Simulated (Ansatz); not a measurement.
C$_{2}$H$_{5}$AlS (`[CH3][Al]1[CH2][S]1`). Total charge 0; spin multiplicity 1. All single points use the PBE0-D4/def2-TZVP geometry.

```xyz
9

C    -0.451   -1.520   -0.940
Al   -0.226    0.111    0.076
C     0.779    1.511    0.907
S    -1.106    1.707    1.158
H    -1.490   -1.659   -1.243
H     0.175   -1.512   -1.835
H    -0.154   -2.383   -0.338
H     1.287    1.390    1.861
H     1.186    2.355    0.354
```

(1) What is the dipole moment at r2SCAN/def2-TZVPP? (Estimate.)

(2) And with PBE, B3LYP, ωB97M-V? (Estimate.)

(3) Give the Mulliken charges with r2SCAN, ωB97M-V, B3LYP in def2-TZVPP. (An estimate is asked.)

Answers

(1) The calculation gave: 3.30 D, with components (1.18, -2.56, -1.71) D in this frame, pointing from negative to positive charge.

(2) Computed: PBE 3.13 D, B3LYP 3.27 D, ωB97M-V 3.35 D.

(3) Computed: 
```tsv
atom	r2SCAN	ωB97M-V	B3LYP
C1	-0.34	-0.45	-0.38
Al2	0.45	0.39	0.37
C3	-0.25	-0.35	-0.29
S4	-0.26	-0.19	-0.23
H5	0.08	0.12	0.11
H6	0.08	0.12	0.10
H7	0.07	0.12	0.10
H8	0.08	0.12	0.11
H9	0.08	0.12	0.11
```

B3LYP here is the variant with VWN-RPA as its local correlation; programs differ in this.
